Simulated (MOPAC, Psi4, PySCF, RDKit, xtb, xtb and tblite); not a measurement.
Two geometries of C6H8O2SSi, SMILES COC(=O)[SiH2]c1cccs1, singlet, relaxed at GFN2-xTB with one dihedral held; other torsions can differ between them too.

Structure A

```
18

C     -3.8609    -0.1027    -0.0825
O     -2.6734    -0.8136     0.2549
C     -1.5129    -0.1716     0.0895
O     -1.4385     0.9591    -0.3247
Si    -0.0444    -1.2961     0.5919
C      1.0173    -1.4781    -0.9378
C      1.0055    -0.7414    -2.0894
C      1.9708    -1.1464    -3.0333
C      2.7166    -2.1929    -2.5930
S      2.2541    -2.6988    -1.0190
H     -4.6895    -0.7803     0.1050
H     -3.9486     0.7943     0.5336
H     -3.8349     0.1940    -1.1328
H     -0.5934    -2.5817     1.0219
H      0.7062    -0.6306     1.6615
H      0.3214     0.0742    -2.2438
H      2.1031    -0.6810    -3.9937
H      3.5134    -2.7029    -3.0973
```

Structure B

```
18

C     -3.8508    -0.1157    -0.1019
O     -2.6622    -0.8167     0.2508
C     -1.5044    -0.1639     0.1066
O     -1.4325     0.9711    -0.2949
Si    -0.0395    -1.2950     0.6032
C      0.6681    -1.9442    -1.0039
C      0.4476    -1.5145    -2.2830
C      1.1711    -2.2314    -3.2573
C      1.9429    -3.2073    -2.7123
S      1.7996    -3.2646    -1.0026
H     -4.6781    -0.7916     0.0971
H     -3.9413     0.7930     0.4965
H     -3.8247     0.1608    -1.1578
H     -0.5732    -2.3869     1.4175
H      0.9565    -0.4922     1.3170
H     -0.2146    -0.6980    -2.5120
H      1.1190    -2.0300    -4.3125
H      2.5904    -3.9013    -3.2107
```

**Question.** Which is lower in energy at the level PBE0-D3(BJ)/def2-SVP // GFN2-xTB (Psi4), and by how much?

**Answer.** A is lower, by 2.94 kJ/mol (dihedral O2–C3–Si5–C6: 120° in A, 100° in B).

E(B) − E(A) in kJ/mol at the other levels, on the same two geometries: GFN2-xTB (xtb and tblite) 0.52; MMFF94 // GFN2-xTB (RDKit) 0.99; PBE0/def2-SVP // GFN2-xTB (Psi4) 3.07; PBE/def2-SVP // GFN2-xTB (Psi4) 3.19; PBE-D3(BJ)/def2-SVP // GFN2-xTB (Psi4) 3.10; UFF // GFN2-xTB (RDKit) 0.34; PM7, restricted, heats of formation // GFN2-xTB (MOPAC) 1.00; PM3, restricted, heats of formation // GFN2-xTB (MOPAC) 1.01; GFN1-xTB // GFN2-xTB (xtb) 0.64; restricted B3LYP/6-31G*, spherical d, density fitting // GFN2-xTB (PySCF) 2.76; restricted Hartree-Fock/3-21G, density fitting // GFN2-xTB (PySCF) 3.92; restricted MP2 (frozen core)/3-21G // GFN2-xTB (PySCF) 3.46; restricted B3LYP/6-311+G**, spherical d, density fitting // GFN2-xTB (PySCF) 1.85.

MMFF94 has few fitted parameters for silicon.
